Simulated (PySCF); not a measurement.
HZn (SMILES [ZnH+]), charge +1, singlet, at a GFN2-xTB geometry (such geometries of metal compounds can be far from the true shape); PySCF with PBE/aug-cc-pVDZ.

Here is a job for PySCF.
```python
from pyscf import gto, scf, dft

mol = gto.Mole()
mol.atom = '''
    Zn   -0.000000   -0.000000   -0.048568
    H     0.000000    0.000000    1.457036
'''
mol.basis = 'aug-cc-pvdz'
mol.charge = 1
mol.spin = 0
mol.verbose = 4
mol.build()

mf = dft.RKS(mol)
mf.xc = 'pbe'
mf.kernel()
```

It wrote (shortened):

```
PySCF version 2.14.0

[INPUT] verbose = 4
[INPUT] num. atoms = 2
[INPUT] num. electrons = 30
[INPUT] charge = 1
[INPUT] spin (= nelec alpha-beta = 2S) = 0
[INPUT] symmetry False subgroup None
[INPUT] Mole.unit = angstrom
[INPUT] Symbol           X                Y                Z      unit          X                Y                Z       unit  Magmom
[INPUT]  1 Zn     0.000000000000   0.000000000000  -0.048568000000 AA    0.000000000000   0.000000000000  -0.091780218418 Bohr   0.0
[INPUT]  2 H      0.000000000000   0.000000000000   1.457036000000 AA    0.000000000000   0.000000000000   2.753398993632 Bohr   0.0

nuclear repulsion = 10.5441512692581
number of shells = 16
number of NR pGTOs = 149
number of NR cGTOs = 68
basis = aug-cc-pvdz
ecp = {}

******** <class 'pyscf.dft.rks.RKS'> ********
method = RKS
initial guess = minao
damping factor = 0
level_shift factor = 0
DIIS = <class 'pyscf.scf.diis.CDIIS'>
diis_start_cycle = 1
diis_space = 8
diis_damp = 0
SCF conv_tol = 1e-09
SCF conv_tol_grad = None
SCF max_cycles = 50
direct_scf = True
direct_scf_tol = 1e-13
XC library pyscf.dft.libxc version 7.1.2
    S. Lehtola, C. Steigemann, M. J. T. Oliveira, and M. A. L. Marques,  SoftwareX 7, 1–5 (2018)
XC functionals = pbe
    J. P. Perdew, K. Burke, and M. Ernzerhof,  Phys. Rev. Lett. 77, 3865 (1996)
    J. P. Perdew, K. Burke, and M. Ernzerhof,  Phys. Rev. Lett. 78, 1396 (1997)
    J. P. Perdew, K. Burke, and M. Ernzerhof,  Phys. Rev. Lett. 77, 3865 (1996)
    J. P. Perdew, K. Burke, and M. Ernzerhof,  Phys. Rev. Lett. 78, 1396 (1997)
radial grids:
    Treutler-Ahlrichs [JCP 102, 346 (1995); DOI:10.1063/1.469408] (M4) radial grids

becke partition: Becke, JCP 88, 2547 (1988); DOI:10.1063/1.454033
pruning grids: <function nwchem_prune>
grids dens level: 3
symmetrized grids: False
atomic radii adjust function: <function treutler_atomic_radii_adjust>
small_rho_cutoff = 0
Set gradient conv threshold to 3.16228e-05
Initial guess from minao.
tot grids = 30448
init E= -1779.30375598654
  HOMO = -0.270619805693089  LUMO = -0.128271586601776  gap/eV = 3.87349
cycle= 1 E= -1779.26133942802  delta_E= 0.0424  |g|= 1.18  |ddm|= 1.69
  HOMO = -0.626227974967258  LUMO = -0.462482776938117  gap/eV = 4.45573
cycle= 2 E= -1778.79868370732  delta_E= 0.463  |g|= 2.59  |ddm|= 3.14
  HOMO = -0.604404676975579  LUMO = -0.431448619318843  gap/eV = 4.70637
cycle= 3 E= -1779.4083719569  delta_E= -0.61  |g|= 0.213  |ddm|= 2.16
  HOMO = -0.569391781940698  LUMO = -0.412992618977  gap/eV = 4.25584
cycle= 4 E= -1779.4105704999  delta_E= -0.0022  |g|= 0.0975  |ddm|= 0.204
  HOMO = -0.578607416886818  LUMO = -0.412530637936784  gap/eV = 4.51918
cycle= 5 E= -1779.41302063949  delta_E= -0.00245  |g|= 0.0243  |ddm|= 0.188
  HOMO = -0.576572594764123  LUMO = -0.412345312646739  gap/eV = 4.46885
cycle= 6 E= -1779.41324891494  delta_E= -0.000228  |g|= 0.00347  |ddm|= 0.055
  HOMO = -0.577047293660249  LUMO = -0.412570808063042  gap/eV = 4.47563
cycle= 7 E= -1779.41325356347  delta_E= -4.65e-06  |g|= 0.000216  |ddm|= 0.00632
  HOMO = -0.577062924951006  LUMO = -0.412597943166923  gap/eV = 4.47532
cycle= 8 E= -1779.41325357032  delta_E= -6.85e-09  |g|= 3.79e-05  |ddm|= 0.000342
  HOMO = -0.577066073436237  LUMO = -0.412601538172202  gap/eV = 4.47531
cycle= 9 E= -1779.4132535706  delta_E= -2.82e-10  |g|= 1.18e-06  |ddm|= 7.48e-05
  HOMO = -0.577066278998683  LUMO = -0.412601559298786  gap/eV = 4.47531
Extra cycle  E= -1779.4132535706  delta_E= -1.59e-12  |g|= 2.2e-06  |ddm|= 3.46e-06
converged SCF energy = -1779.4132535706
```
